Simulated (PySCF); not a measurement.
Ti²⁺ (titanium, charge +2) across methods

[Ar] 3d2, high-spin 3F determinant. Calculation: PySCF 2.14, in aug-cc-pwCVTZ (10s9p7d4f3g, 127 functions); no relativity, point nucleus.

```csv
method,E (hartree),mean ε 3p α (eV),mean ε 3p β (eV),mean ε 3d α (eV),Σ⟨r²⟩ (bohr²),⟨S²⟩
BP86,-848.700,-55.269,-53.572,-21.021,16.59,2.000
UHF,-847.73878,-66.823,-62.336,-28.088,16.38,2.003
r2SCAN,-848.580,-56.261,-54.167,-21.324,16.51,2.001
PBE0,-848.420,-58.403,-56.035,-22.894,16.53,2.001
wB97M-V,-848.571,-60.802,-58.622,-25.246,16.61,2.001
PBE,-848.370,-55.256,-53.488,-20.972,16.66,2.000
LDA,-846.535,-55.317,-53.585,-20.922,16.67,2.000
```

Q: Estimate the same row for wB97X-V.

A: E (hartree) = -848.506; mean ε 3p α (eV) = -60.778; mean ε 3p β (eV) = -58.636; mean ε 3d α (eV) = -25.284; Σ⟨r²⟩ (bohr²) = 16.54; ⟨S²⟩ = 2.001.
